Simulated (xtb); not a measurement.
Zn(I)(OSiH3) (H3IOSiZn), SMILES [SiH3][O][Zn][I]. All values are semi-empirical tight-binding results from xtb (GFN2-xTB unless named), good for trends rather than for accurate numbers. Geometry: GFN2-xTB. The structure was generated by enumeration; whether it is a known compound was not checked. One conformer was computed; it need not be the lowest.

Optimised geometry:

Bonded distances (Å): Zn1–I2 2.401, Zn1–O3 1.697, O3–Si4 1.613, Si4–H5 1.467, Si4–H6 1.463, Si4–H7 1.467. Bond angles (°): I2–Zn1–O3 161.7, Zn1–O3–Si4 164.5, O3–Si4–H5 107.8, O3–Si4–H6 104.3, O3–Si4–H7 107.7, H5–Si4–H6 112.8, H5–Si4–H7 111.0, H6–Si4–H7 112.9.

For metal compounds this method's bond lengths and energies can be far off.

Computed properties:
```json
{
  "point_group_as_xtb_finds_it": "Cs",
  "orbital_gap": "3.55 eV",
  "zero_point_energy": "17.2 kcal/mol",
  "G − E(el) at 298.15 K (modified RRHO)": "-4.6 kcal/mol"
}
```

Task: Give the atomic charges and the Wiberg bond orders between heavy atoms. (Estimate from the structure and the level; the computed values follow.)

Result: charges (e) Zn1 0.30, I2 -0.04, O3 -0.49, Si4 0.51, H5 -0.10, H6 -0.09, H7 -0.10. Bond orders Zn1–I2 1.10, Zn1–O3 0.89, O3–Si4 1.12.
